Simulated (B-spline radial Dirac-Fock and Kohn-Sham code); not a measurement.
## How the binding energies of Xe⁵³⁺ add up

System: the Xe⁵³⁺ ion, configuration 1s1; nuclear rms radius 4.7859 fm (A = 132).

These are calculated numbers from a B-spline atomic structure program; the model is multi-electron Dirac-Fock with separately optimised hole states, Breit and Lamb-shift corrections added in first order. Electron correlation is not included. Energies are counted from the vacuum level.

All terms are in eV, carry their sign (relaxation lowers the binding energy) and add up to the binding energy; ⟨r⟩ is the mean radius of the orbital in the initial state.

| subshell | −ε (Koopmans) | relaxation | Gaunt | retardation | self-energy | vacuum polarisation | binding energy | ⟨r⟩ (bohr) |
| --- | --- | --- | --- | --- | --- | --- | --- | --- |
| K (1s) | 41343.8 | 0.00 | 0.00 | 0.00 | -51.00 | 7.15 | 41299.9 | 0.026 |

For the deepest level, K (1s), the Breit terms make up 0.000 % of the binding energy, QED -0.106 % and orbital relaxation 0.000 %.

Going to the tabulated ground configuration of the next ion removes an electron from K (1s), computed at 41299.9 eV. NIST lists 41299.89 ± 0.019 eV as the ionisation energy of this species (theoretical), -0.06 eV from the computed value.
